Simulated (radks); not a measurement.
Sm40+, configuration [Ar] 3d3 4p1 (not the ground configuration). Calculated with a radial shooting solver on a logarithmic mesh with Libxc functionals: scalar-relativistic Kohn-Sham, PBE, spin-polarised, spherical densities, point nucleus; open shells are filled with parallel spins first (spin-orbit coupling, left out, can overturn this in heavy ions).

Normalised radial functions P(r) = r R(r), r in bohr:

r	3s up	3d up	4s up
0.00165	0.3232	0.0001	0.1922
0.00186	0.3545	0.0001	0.2108
0.002097	0.3881	0.0001	0.2307
0.002365	0.4239	0.0002	0.2520
0.002666	0.4618	0.0003	0.2745
0.003006	0.5017	0.0004	0.2982
0.003389	0.5433	0.0005	0.3228
0.003821	0.5860	0.0007	0.3482
0.004274	0.6265	0.0010	0.3721
0.004819	0.6697	0.0014	0.3977
0.005434	0.7117	0.0019	0.4225
0.006127	0.7512	0.0026	0.4458
0.006908	0.7867	0.0037	0.4666
0.007788	0.8161	0.0051	0.4837
0.008781	0.8371	0.0071	0.4957
0.009901	0.8470	0.0098	0.5010
0.01116	0.8427	0.0135	0.4977
0.01249	0.8230	0.0182	0.4852
0.01408	0.7816	0.0250	0.4595
0.01587	0.7160	0.0342	0.4192
0.0179	0.6227	0.0466	0.3622
0.02018	0.4991	0.0632	0.2871
0.02275	0.3439	0.0854	0.1930
0.02565	0.1571	0.1146	0.0801
0.02892	-0.0584	0.1530	-0.0496
0.03261	-0.2970	0.2026	-0.1924
0.03648	-0.5321	0.2614	-0.3320
0.04113	-0.7841	0.3405	-0.4799
0.04637	-1.0184	0.4389	-0.6146
0.05228	-1.2130	0.5593	-0.7216
0.05895	-1.3427	0.7036	-0.7849
0.06646	-1.3820	0.8724	-0.7882
0.07494	-1.3081	1.0645	-0.7176
0.08449	-1.1051	1.2758	-0.5644
0.09526	-0.7688	1.4987	-0.3291
0.1066	-0.3449	1.7074	-0.0466
0.1201	0.1989	1.9171	0.2973
0.1355	0.7886	2.0945	0.6420
0.1527	1.3618	2.2199	0.9326
0.1722	1.8502	2.2741	1.1091
0.1942	2.1909	2.2424	1.1177
0.2189	2.3410	2.1189	0.9258
0.2468	2.2881	1.9090	0.5355
0.2783	2.0551	1.6306	-0.0080
0.3113	1.7225	1.3341	-0.5781
0.3509	1.3096	1.0091	-1.1517
0.3957	0.9070	0.7086	-1.5794
0.4461	0.5677	0.4576	-1.7827
0.503	0.3179	0.2689	-1.7394
0.5672	0.1574	0.1419	-1.4911
0.6395	0.0679	0.0664	-1.1271
0.721	0.0252	0.0271	-0.7489
0.8129	0.0079	0.0095	-0.4337
0.9093	0.0022	0.0031	-0.2276
1.025	0.0005	0.0007	-0.0974
1.156	0.0001	0.0001	-0.0348
1.303	0.0000	0.0000	-0.0102
1.469	0.0000	0.0000	-0.0024

3s up: eigenvalue -3556.6 eV, 2 radial nodes at r = 0.0280, 0.115 bohr, <r> = 0.240 bohr, 90 % of the charge inside 0.350 bohr. 3d up: eigenvalue -3012.2 eV, 0 radial nodes, <r> = 0.209 bohr, 90 % of the charge inside 0.320 bohr. 4s up (empty): eigenvalue -1794.6 eV, 3 radial nodes at r = 0.0277, 0.108, 0.278 bohr, <r> = 0.464 bohr, 90 % of the charge inside 0.654 bohr.
